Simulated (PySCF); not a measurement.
PySCF 2.14 output of a UHF calculation on a single atom or ion in cc-pVDZ-DK (6s5p3d1f, 43 functions), with scalar relativity by spin-free X2C-1e:

```
SCF conv_tol = 1e-09
number electrons alpha = 14  beta = 13
cycle= 1 E= -1652.27515083664  delta_E= -0.00372  |g|= 0.0196  |ddm|= 0.0276
cycle= 2 E= -1652.27520112027  delta_E= -5.03e-05  |g|= 0.00257  |ddm|= 0.0036
cycle= 3 E= -1652.27520211419  delta_E= -9.94e-07  |g|= 0.000679  |ddm|= 0.00129
cycle= 4 E= -1652.27520219668  delta_E= -8.25e-08  |g|= 0.000172  |ddm|= 0.000485
cycle= 5 E= -1652.2752022158  delta_E= -1.91e-08  |g|= 3.98e-05  |ddm|= 0.000211
cycle= 6 E= -1652.27520221799  delta_E= -2.19e-09  |g|= 1.33e-05  |ddm|= 7.86e-05
cycle= 7 E= -1652.27520221835  delta_E= -3.58e-10  |g|= 3.89e-06  |ddm|= 3.51e-05
converged SCF energy = -1652.27520221835  <S^2> = 0.75116721  2S+1 = 2.0011669
```

The run itself started from symmetry-adapted Hartree-Fock orbitals and held the occupation by maximum overlap, so the iterations belong to that start.

Task: Which element, charge and spin multiplicity is this?

Result: Cu²⁺ (copper, charge +2), multiplicity 2; the state was [Ar] 3d9, 2D determinant.
